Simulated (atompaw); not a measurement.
What one change does to a pseudopotential (B, PAW (atompaw))

```
Element                 : boron (B)
Generator               : atompaw 4.2.0.5
Type                    : PAW
Functional              : PBE
Relativity              : scalar-relativistic
Frozen core             : [He]
Valence charge          : 3
Reference configuration : 2s1 2p0 (charge +2)
Partial waves           : 2s (bound): rc 1.60 bohr; 2s channel at -2 Ry: rc 1.60 bohr; 2p (bound, empty): rc 1.95 bohr; 2p channel at 2.6 Ry: rc 1.95 bohr
Local potential         : troulliermartins scheme with l = 2 at 1 Ry, radius 1.85 bohr
Core correction         : smooth core density matched at 1.10 bohr
Augmentation charge     : besselshape compensation charge, radius 1.75 bohr; PAW radius 1.95 bohr; waves and projectors: custom rrkj gramschmidtortho
```

Change: wave 2s (bound): rc 1.60 bohr becomes 2s (bound): rc 1.90 bohr.

Cutoffs: the cutoffs (Ry, on a coarse ladder) from which the occupation-weighted sum of valence levels, in a spherical-Bessel basis at the reference potential, stays within 10 and 1 mRy of its value at 400 Ry; they do not see the model core or the augmentation charge, which bear on the density cutoff.

Task: What does the change do?

Result: Both files are very soft, the changed one slightly harder (loose and tight cutoff 6 and 8 Ry → 8 and 12 Ry on this coarse ladder); the range in which the s phases agree narrows (upper end 3.6 → 2.0); neither file shows a bound ghost.

| quantity | base | changed |
| --- | --- | --- |
| cutoff, loose | 6 Ry | 8 Ry |
| cutoff, tight | 8 Ry | 12 Ry |
| bound ghosts | none | none |
| s: phases at 1.95 bohr within 0.05 rad from the reference energy up to (Ry; the scan ends near 5) | 3.6 | 2.0 |
| p: phases at 1.95 bohr within 0.05 rad from the reference energy up to (Ry; the scan ends near 5) | 3.7 | 3.7 |
| lowest overlap eigenvalue by channel | s 0.54, p 0.81 | s 0.41, p 0.81 |

Base: The cutoffs count occupied waves only; the empty 2p level needs 15 Ry at the loose tolerance. Changed file: The cutoffs count occupied waves only; the empty 2p level needs 15 Ry at the loose tolerance. The cutoffs see the waves, projectors and local potential, not the compensation charge or the core.
